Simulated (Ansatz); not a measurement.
Frontier orbitals of C$_{2}$H$_{8}$Al$_{2}$Cl$_{2}$ (`[CH3][Al@H-]1[Cl+][Al@@H-]([CH3])[Cl+]1`).

Charge 0, multiplicity 1. All single points use the PBE0-D4/def2-TZVP geometry. Basis def2-TZVPP, the Gaussian-basis code of Ansatz.

```csv
functional,HOMO (eV),LUMO (eV),gap (eV)
LDA (SPW92),-6.79,-1.40,5.39
PBE,-6.71,-1.11,5.60
BLYP,-6.60,-0.96,5.64
PBE0,-7.98,-0.32,7.66
HSE06 (plane-wave form),-7.58,-0.68,6.90
ωB97M-V,-10.18,1.30,11.48
```

Question: What is the vertical ionisation energy at frozen-core CCSD(T)/CBS(def2)? (Best estimate.)

Answer: The calculation gave: 10.51 eV (T1 of the cation 0.043).

Against PBE, PBE0 changes HOMO and LUMO by −1.28 and +0.79 eV, ωB97M-V by −3.47 and +2.41 eV. A gap of 5.60 eV thus becomes 11.49 eV for the same molecule, so an orbital gap means little without its functional. A positive LUMO is unbound and depends on the basis. −ε(HOMO) differs from that ionisation energy by −3.80 eV with PBE and −0.33 eV with ωB97M-V.
